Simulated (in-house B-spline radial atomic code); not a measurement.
Configurations of neutral lutetium, with energies counted from [Xe] 4f14 5d1 6s2. Computed with an all-electron radial atomic-structure program (B-spline basis): Dirac-Hartree-Fock, average of configuration, Fermi nucleus of rms radius 5.37 fm. Energies include first-order Breit, QED and recoil terms.

Occupations are held fixed; configurations that lie above the ionisation limit could autoionise.

| configuration | E - E(ref) (eV) | highest orbital | its <r> (bohr) |
| --- | --- | --- | --- |
| [Xe] 4f14 5d2 6s1 | 2.6302 | 5d5/2 | 3.137 |
| [Xe] 4f14 6s2 8p1 | 3.5288 | 8p3/2 | 24.25 |
| [Xe] 4f14 5g1 6s2 | 3.812 | 5g9/2 | 27.5 |
| [Xe] 4f14 6s2 8f1 | 4.0777 | 8f7/2 | 67.2 |
| [Xe] 4f13 5d1 6s2 7g1 | 12.761 | 7g9/2 | 63.49 |
| [Kr] 4d10 4f14 5s2 5p5 5d1 6s2 10s1 | 36.004 | 10s1/2 | 46.15 |

**Question.** Order these further configurations by energy, lowest first.
A. [Kr] 4d10 4f14 5s2 5p5 5d1 5f1 6s2
B. [Xe] 4f13 5d2 6s2
C. [Xe] 4f14 6s2 9d1
D. [Xe] 4f14 6s2 7d1
E. [Xe] 4f14 5d1 6s1 9p1

**Answer.** D (3.5933 eV), C (4.0062 eV), E (5.2285 eV), B (7.4628 eV), A (35.595 eV).

**Question.** How far above the reference does [Xe] 4f14 5d1 5f1 6s1 lie?

**Answer.** 4.892 eV; its least bound orbital is 5f5/2 with <r> = 17.91 bohr.
